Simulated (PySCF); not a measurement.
BaF$_{2}$, singlet, geometry from GFN2-xTB (such geometries of metal compounds can be far from the true shape) (core potentials on Ba); HF/def2-SVP (PySCF).

Input for PySCF:
```python
from pyscf import gto, scf

mol = gto.M(
    atom='''
Ba    0.186502    0.201273    0.186544
F    -0.800480    0.585927   -1.667966
F    -0.359974   -1.838290    0.507245
''',
    basis='def2-svp',
    ecp={'Ba': 'def2-svp'},
    charge=0,
    spin=0,
    verbose=4,
)

mf = scf.RHF(mol)
mf.kernel()
```

Output, abridged:

```
PySCF version 2.14.0

[INPUT] verbose = 4
[INPUT] num. atoms = 3
[INPUT] num. electrons = 28
[INPUT] charge = 0
[INPUT] spin (= nelec alpha-beta = 2S) = 0
[INPUT] symmetry False subgroup None
[INPUT] Mole.unit = angstrom
[INPUT] Symbol           X                Y                Z      unit          X                Y                Z       unit  Magmom
[INPUT]  1 Ba     0.186502000000   0.201273000000   0.186544000000 AA    0.352437701684   0.380350846270   0.352517070181 Bohr   0.0
[INPUT]  2 F     -0.800480000000   0.585927000000  -1.667966000000 AA   -1.512687968192   1.107241558988  -3.151998925086 Bohr   0.0
[INPUT]  3 F     -0.359974000000  -1.838290000000   0.507245000000 AA   -0.680252271964  -3.473864637527   0.958554128055 Bohr   0.0

nuclear repulsion = 57.6408709047044
number of shells = 21
number of NR pGTOs = 97
number of NR cGTOs = 51
basis = def2-svp
ecp = {'Ba': 'def2-svp'}

******** <class 'pyscf.scf.hf.RHF'> ********
method = RHF
initial guess = minao
damping factor = 0
level_shift factor = 0
DIIS = <class 'pyscf.scf.diis.CDIIS'>
diis_start_cycle = 1
diis_space = 8
diis_damp = 0
SCF conv_tol = 1e-09
SCF conv_tol_grad = None
SCF max_cycles = 50
direct_scf = True
direct_scf_tol = 1e-13
Set gradient conv threshold to 3.16228e-05
Initial guess from minao.
init E= -213.31626307409
  HOMO = -0.769796725911295  LUMO = -0.24113995740408  gap/eV = 14.38548
cycle= 1 E= -223.755561878733  delta_E= -10.4  |g|= 0.962  |ddm|= 2.24
  HOMO = -0.297676047448558  LUMO = -0.0185652919273416  gap/eV = 7.59499
cycle= 2 E= -223.836810482171  delta_E= -0.0812  |g|= 0.697  |ddm|= 1.05
  HOMO = -0.461997409191564  LUMO = -0.0061808086189572  gap/eV = 12.40340
cycle= 3 E= -223.915903077873  delta_E= -0.0791  |g|= 0.032  |ddm|= 0.44
  HOMO = -0.465099502825129  LUMO = -0.00475956173281489  gap/eV = 12.52649
cycle= 4 E= -223.916163556725  delta_E= -0.00026  |g|= 0.00444  |ddm|= 0.0349
  HOMO = -0.464937460903074  LUMO = -0.0047734582683745  gap/eV = 12.52170
cycle= 5 E= -223.916176773091  delta_E= -1.32e-05  |g|= 0.00121  |ddm|= 0.0103
  HOMO = -0.465071133109452  LUMO = -0.00469380556379306  gap/eV = 12.52751
cycle= 6 E= -223.916178031992  delta_E= -1.26e-06  |g|= 0.000236  |ddm|= 0.0037
  HOMO = -0.465028415920822  LUMO = -0.00470412422689037  gap/eV = 12.52606
cycle= 7 E= -223.916178083441  delta_E= -5.14e-08  |g|= 4.63e-05  |ddm|= 0.000718
  HOMO = -0.465024031293815  LUMO = -0.00470424048090834  gap/eV = 12.52594
cycle= 8 E= -223.916178084952  delta_E= -1.51e-09  |g|= 8.38e-06  |ddm|= 0.0001
  HOMO = -0.465023022639332  LUMO = -0.00470432255339404  gap/eV = 12.52591
cycle= 9 E= -223.916178084993  delta_E= -4.08e-11  |g|= 1.37e-06  |ddm|= 1.69e-05
  HOMO = -0.465022838658375  LUMO = -0.00470427203494594  gap/eV = 12.52591
Extra cycle  E= -223.916178084994  delta_E= -1.31e-12  |g|= 5.07e-07  |ddm|= 2.79e-06
converged SCF energy = -223.916178084994
```
